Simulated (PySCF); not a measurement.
Harmonic spectrum computed at PBE0 in the def2-TZVP basis family (core potentials from Rb on, PySCF, no spin–orbit coupling):

```
ω (cm⁻¹)  IR (km/mol)
     181         29.3
     547          161
     861          217
```

Question: Which molecule gave it? In each, all ligands are bound to the one heavy central atom.
A. RuOF (doublet)
B. ScOF (singlet)
C. RhOF (triplet)
D. YOF (singlet)

Answer: D. It has Cs symmetry with Y–F 2.028 Å, Y–O 1.809 Å.
